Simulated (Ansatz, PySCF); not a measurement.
Gas-phase reaction in SMILES: [C-]#[NH+] (CHN) [methanidylidyneazanium] -> [C-]#[NH+] (CHN) as triplet, charge 0
Geometries: B3LYP-D3(BJ)/def2-TZVP minima from Ansatz (a quantum-chemistry and plane-wave program). Markedly spin-contaminated UHF reference, which strains HF, MP2 and, less, CCSD(T): [C-]#[NH+] (CHN) as triplet, charge 0. High T1 diagnostic, so coupled cluster is less sure: [C-]#[NH+] (CHN) as triplet, charge 0. A spin state is the lowest found, not a proven ground state.
Geometry of the first species:
```
N
C 1 1.1640
H 1 0.9974 2 180.00
```

Wanted: adiabatic triplet-singlet gap (electronic energy difference), in eV. Correlated levels leave the core frozen unless marked. Open shells are spin-unrestricted. No spin-orbit coupling. Non-relativistic. Basis-set limits of correlation are two-point, X^-3; Hartree-Fock from the larger set.

CCSD(T)/CBS(aug-cc-pVTZ,aug-cc-pVQZ) (Ansatz) gives 4.69 eV.

Q: Another calculation gave 4.56 eV. Which level was it?
A. wB97X-V/def2-TZVPD (Ansatz)
B. BP86/def2-TZVPD (PySCF)
C. wB97M-V/def2-TZVPD (Ansatz)
D. B3LYP/def2-TZVPD (Ansatz)

A: D, B3LYP/def2-TZVPD (Ansatz). The others give 4.40 (BP86), 4.86 (wB97M-V), 4.75 (wB97X-V) eV.
